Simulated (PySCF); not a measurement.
Species: C₆H₉NO.
Z-matrix (Å and degrees, PBE0-D3(BJ)/def2-SVP geometry), rows numbered from 1:
```
C 
N   1  1.4389
C   2  1.4361  1  116.45
C   2  1.3835  1  117.67  3   144.32
C   4  1.4394  2  127.03  1    28.77
C   5  1.3625  4  105.93  2   177.91
O   6  1.3384  5  111.01  4     0.20
C   7  1.3586  6  107.62  5     0.47
H   1  1.1104  2  113.55  3   -75.62
H   1  1.0999  2  109.32  3    45.14
H   1  1.0995  2  110.61  3   162.89
H   3  1.1113  2  113.29  1    78.94
H   3  1.1016  2  110.02  1  -160.41
H   3  1.0994  2  109.74  1   -42.19
H   5  1.0867  4  127.84  2    -1.75
H   6  1.0874  5  132.45  4  -179.88
H   8  1.0847  4  133.53  2     1.84
```

Probes without a nucleus sit at each ring's centroid and 1 Å off its mean plane on both sides; NICS is minus the shielding there, NICSzz its component along the normal. Level: GIAO KT3/pcSseg-1 (PySCF, non-relativistic, gas phase) on the PBE0-D3(BJ)/def2-SVP geometry, one conformer.

Ring bond lengths (Å): C4–C5 1.439, C5–C6 1.363, C6–O7 1.338, O7–C8 1.359, C8–C4 1.376.

**Question.** Give the NICS values of each ring in ppm.

**Answer.** 
```csv
ring,type,NICS(0),"NICS(1), two faces","NICS(1)zz, two faces",rms pucker (Å),"centre to ring atoms, mean (Å)"
C4–C5–C6–O7–C8,5-membered ring with O; formal bonds all aromatic,-12.9,-9.8 / -9.4,-24.0 / -23.7,0.00,1.17
```

**Question.** What can be read from them?

**Answer.** 
- C4–C5–C6–O7–C8: mean NICS(1)zz -23.8 ppm, shielded. The ring is flat and has no four-coordinate atom; by the NICS criterion it is aromatic.

**Question.** How equal are the bonds by HOMA? HOMA = 1 − mean of α(R − Ropt)² over the ring bonds, with Krygowski's 1993 parameters (CC: Ropt 1.388 Å, α 257.7 Å⁻²; CO: Ropt 1.265 Å, α 157.38 Å⁻²).

**Answer.** 
- C4–C5–C6–O7–C8: HOMA 0.38; the largest term is that of O7–C8, α(R − Ropt)² = 1.38.

**Question.** Give the inner angles of the rings.

**Answer.** 
- C4–C5–C6–O7–C8: C4 105.3°, C5 105.9°, C6 111.0°, O7 107.6°, C8 110.1°; sum 540.0° against 540° for a flat convex ring.

**Question.** How do the values depend on the level or the medium?

**Answer.** 
```csv
level,"NICS(0), C4–C5–C6–O7–C8","mean NICS(1)zz, C4–C5–C6–O7–C8"
"KT3/pcSseg-1, gas",-12.9,-23.8
"PBE0/pcSseg-1, gas",-12.6,-24.3
```

The geometry is the same throughout.

Hardware: one thread of an Arm Neoverse V2, no GPU (shared host). Cost: 32 s wall. This is the whole shielding run at KT3/pcSseg-1, SCF included.
